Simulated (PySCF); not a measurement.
## Converging LaS in the basis (r²SCAN)

PySCF, UKS reference; doublet, unpaired electrons σ ↑; De to La (5d1 6s2) + S without counterpoise correction.

```
      basis                           relativity  functions  Re (Å)  ωe (cm⁻¹)  De (eV)  μ (D)
 x2c-SVPall                        spin-free X2C         84   2.373        457     5.91  -5.51
 def2-TZVPP  scalar-relativistic core potentials         98   2.404        452     5.69  -6.01
x2c-TZVPall                        spin-free X2C        118   2.367        458     5.90  -5.66
```

(1) How does each smaller set differ from the one with most functions, x2c-TZVPall?

A positive dipole means La(−)S(+). Spin–orbit coupling is left out, which matters for elements this heavy, above all for dissociation energies. The state is the lowest single determinant that the PBE0 search found; with open d or f shells the true ground state can be another one.

Results:

(1) x2c-SVPall: +0.6 pm, -0.2 % in ωe, +0.01 eV in De; def2-TZVPP: +3.7 pm, -1.3 % in ωe, -0.21 eV in De. All at r²SCAN; the set with most functions is neither the basis-set limit nor always the best. The rows treat relativity differently, so the differences are not basis effects alone.
